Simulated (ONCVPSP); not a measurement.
**An all-electron radial function and its pseudo partner (Ce (Z = 58))**

Columns: radius, all-electron u(r) and pseudo u(r) of the 5s shell (level -40.73 eV) of cerium in the configuration [Kr] 4d10 4f1 5s2 5p6 5d1 6s2; LDA (Perdew-Wang 92), scalar-relativistic, ONCV scheme, ONCVPSP 4.0.1.

| r (bohr) | all-electron | pseudo |
| --- | --- | --- |
| 0.185 | 0.3324 | 0.1901 |
| 0.370 | -0.2464 | 0.3702 |
| 0.555 | -0.4955 | 0.5304 |
| 0.740 | -0.0405 | 0.6618 |
| 0.925 | 0.4873 | 0.7575 |
| 1.110 | 0.8243 | 0.8136 |
| 1.295 | 0.9573 | 0.8288 |
| 1.480 | 0.9481 | 0.8055 |
| 1.665 | 0.8596 | 0.7494 |
| 1.850 | 0.7375 | 0.6699 |
| 2.035 | 0.6097 | 0.5768 |
| 2.220 | 0.4911 | 0.4794 |
| 2.405 | 0.3881 | 0.3857 |
| 2.590 | 0.3024 | 0.3023 |
| 2.775 | 0.2331 | 0.2331 |
| 2.960 | 0.1782 | 0.1781 |
| 3.145 | 0.1353 | 0.1353 |
| 3.330 | 0.1022 | 0.1022 |
| 3.515 | 0.0769 | 0.0768 |
| 3.700 | 0.0576 | 0.0576 |
| 3.885 | 0.0430 | 0.0430 |
| 4.070 | 0.0321 | 0.0321 |
| 4.255 | 0.0238 | 0.0238 |
| 4.440 | 0.0177 | 0.0177 |
| 4.625 | 0.0131 | 0.0131 |
| 4.810 | 0.0097 | 0.0097 |

(1) How many radial nodes do the two functions have?

(2) At about which radius was the pseudo-wave matched?

(3) Is the pseudo-wave norm-conserving?

## Answers

(1) The all-electron 5s function has n − l − 1 = 4 (the table is too coarse to show those close to the nucleus); the pseudo-wave has 0, since the states of the same l below it are removed with the core.

(2) 2.75 bohr, where the columns begin to agree (steps of 0.18 bohr).

(3) Yes: the ONCV scheme keeps the norm inside the radius equal to the all-electron one, which fixes the energy derivative of the logarithmic derivative at the level.
